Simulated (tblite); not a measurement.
Compound: C₄H₉ClSi₂.
Atom-mapped SMILES: `[Cl:1][C:2]1=[CH:3][SiH2:4][SiH2:5][CH2:6][CH2:7]1` (hydrogens: H8 on C3; H9, H10 on Si4; H11, H12 on Si5; H13, H14 on C6; H15, H16 on C7)

Geometry (GFN2-xTB, Å), atoms numbered from 1 in this order:
```
atom  x, y, z in Å
Cl1    2.3802    2.1535    0.7880
C2     1.0518    1.1929    0.1693
C3    -0.1472    1.7437    0.0477
Si4   -1.6694    0.8106   -0.5572
Si5   -1.1732   -1.3880   -0.0565
C6     0.6197   -1.2667    0.5932
C7     1.4396   -0.2168   -0.1709
H8    -0.2644    2.7776    0.3410
H9    -2.8266    1.4078    0.1218
H10   -1.8413    1.0964   -1.9899
H11   -1.9882   -2.0585    0.9637
H12   -1.1595   -2.2817   -1.2255
H13    0.6293   -1.0134    1.6542
H14    1.1266   -2.2279    0.5015
H15    1.3153   -0.3709   -1.2477
H16    2.4998   -0.3497    0.0557
```

Computed values, GFN2-xTB/tblite, gas phase, harmonic and unscaled. Against measured fundamentals such values can be off by several per cent, at times by over 20. Modes of hydrogen on silicon can be 10 to 20 % off. One conformer, not necessarily the lowest.

Harmonic wavenumbers (cm⁻¹): 34.7, 135.8, 163.8, 220.4, 277.9, 306.5, 351.3, 376.5, 447.7, 466.0, 506.7, 549.3, 570.4, 613.4, 643.2, 677.9, 720.9, 782.1, 792.1, 794.5, 813.4, 824.9, 939.7, 974.5, 1074.2, 1124.9, 1195.4, 1243.4, 1285.8, 1333.8, 1476.8, 1483.0, 1652.4, 2171.7, 2185.1, 2206.0, 2212.8, 2933.7, 2974.0, 2981.0, 2991.8, 3058.3.

A = 2596, B = 933.4, C = 722.6 MHz; mass 147.993 u (most abundant isotopes); point group C1, symmetry number 1.

Problem. Zero-point energy?

Solution. ½Σν̃ = 24284 cm⁻¹ = 290.50 kJ/mol.

Problem. What is S at 200 K and 1 bar for an ideal gas of classical rigid rotors and harmonic oscillators?

Solution. Translation 162.88, rotation 118.85, vibration 61.29: S = 343.0 J/(mol K).

Problem. And Cp and H(200 K) − H(0)?

Solution. Cp = 112.53 J/(mol K), of which vibrations give 79.27 (their classical limit is 42 R = 349.2); H(200 K) − H(0) = 13.61 kJ/mol without the zero-point energy, 6.96 from vibrations.

Problem. Blend soft modes into free rotors: weight 1/[1 + (100 cm⁻¹/ν̃)⁴] for the oscillator and the rest for a rotor with moment μB/(μ + B), μ = h/(8π²ν), B = 10⁻⁴⁴ kg m². What vibrational entropy results?

Solution. 56.50 J/(mol K) in place of 61.29, which changes −T·S at 200 K by +0.96 kJ/mol.

Problem. Which modes carry the vibrational entropy at 200 K?

Solution. 34.7 cm⁻¹: 19.87; 135.8 cm⁻¹: 8.83; 163.8 cm⁻¹: 7.41; 220.4 cm⁻¹: 5.30; 277.9 cm⁻¹: 3.81; 306.5 cm⁻¹: 3.24 J/(mol K); the other 36 give 12.81 together.

Hindered rotation and anharmonicity are outside this model. Other conformers, if any are populated, would add a mixing term that is left out. The structure is chiral; the term R ln 2 for an equal mix with its mirror image is left out.
